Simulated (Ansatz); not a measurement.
Ansatz results at the PBE0-D4/def2-TZVP geometry: HOMO–LUMO gap (PBE0/def2-TZVPP) 4.44 eV; LUMO energy (PBE0/def2-TZVPP) -2.07 eV; LUMO energy (PBE/def2-TZVPP) -2.86 eV.

Each molecule was computed in one conformer, which needn't be the lowest.

(1) Which molecule gave them?
A. `[BH2][AlH][N](C)[SiH3]`
B. `C[SiH2][B](N)[AlH2]`
C. `NPB[SiH3]`
D. `BN([SiH3])[CH2][AlH2]`

Answers

(1) B. The others give `BN([SiH3])[CH2][AlH2]`: 6.91, -0.81, -1.76; `[BH2][AlH][N](C)[SiH3]`: 4.71, -2.45, -3.48; `NPB[SiH3]`: 5.17, -1.83, -2.67.
